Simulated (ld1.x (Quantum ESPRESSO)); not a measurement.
## LDA (PZ) PAW dataset for iron (Fe), scalar-relativistic all-electron reference.

Fe, PAW, made with ld1.x (Quantum ESPRESSO) 7.5 (LDA (PZ), scalar-relativistic). Core [Ar], reference 3d6 4s2 4p0. Waves: 4s (bound): rcut 1.95, rcutus 2.20 bohr; 4s channel at 0.2 Ry: rcut 1.95, rcutus 2.20 bohr; 4p (bound, empty): rcut 3.65, rcutus 4.05 bohr; 4p channel at 0.25 Ry: rcut 3.65, rcutus 4.05 bohr; 3d (bound): rcut 1.40, rcutus 1.95 bohr; 3d channel at 0.55 Ry: rcut 1.40, rcutus 1.95 bohr. Local part: all-electron potential smoothed inside 1.90 bohr (lloc = -1). Core correction: Bessel-smoothed model core, default radius (core density twice the valence density). Augmentation charge: PSQ, inside the norm-conserving radii.

Poles of the logarithmic derivatives, all-electron (AE) and pseudo (PS). s: poles at -0.2, 2.0 (AE) and -0.2, 2.0, 3.2 (PS) Ry. p: poles at 0.3, 2.6 (AE) and 0.3, 2.3, 4.6 (PS) Ry. d: poles at 1.1, 3.6 (AE) and 1.1, 3.6 (PS) Ry. Test radius 4.42 bohr.

- Cutoffs needed: 30 Ry and 45 Ry (the cutoffs (Ry, on a coarse ladder) from which the occupation-weighted sum of valence levels, in a spherical-Bessel basis at the reference potential, stays within 10 and 1 mRy of its value at 400 Ry)
- Ghost test: no extra level below or beside the all-electron valence levels (s, p, d, f tested) (spherical-Bessel basis up to 400 Ry, 20 bohr box)
- Configuration tests: 1 of 9 tests not solved or not reliable; not counted: 3d5 4s0 4p0 (solver errors, printed error -315 eV)
- Lowest eigenvalue of the overlap operator: 0.20 (d channel)
- Density cutoff estimated by the generator: 207 Ry
